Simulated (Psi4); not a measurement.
Pair of molecules, SMILES [GaH3] with SMILES P, pulled apart as rigid monomers along the line of their centres of mass from the B3LYP-D3(BJ)/def2-TZVP minimum (SMILES order as in the coordinates).
Starting geometry (charge 0, multiplicity 1):
```tsv
atom	x (Å)	y (Å)	z (Å)
Ga	-0.4614	0.4894	0.7103
H	-1.5394	1.4970	1.2656
H	-0.9507	-0.7987	-0.0558
H	1.0039	1.0125	0.4553
P	0.0332	-0.6702	2.9505
H	0.9857	-1.7072	2.9942
H	0.5228	0.0961	4.0264
H	-1.0098	-1.3278	3.6320
```

Level of theory: Psi4 with SAPT0/aug-cc-pVDZ.

```tsv
Ga1···P5 (Å)	electrostatics (kcal/mol)	exchange (kcal/mol)	induction (kcal/mol)	dispersion (kcal/mol)	total
2.31	-74.84	105.23	-32.77	?	-15.24
2.57	-41.30	52.61	-20.62	-8.45	-17.75
2.96	-17.88	18.11	-9.44	-4.58	-13.78
3.60	-5.67	2.92	-2.28	-1.71	-6.74
4.63	-1.60	0.14	?	-0.41	-2.11
```

### Question
Complete the blanks.

### Answer

- 2.31, dispersion (kcal/mol): -12.86
- 4.63, induction (kcal/mol): -0.25
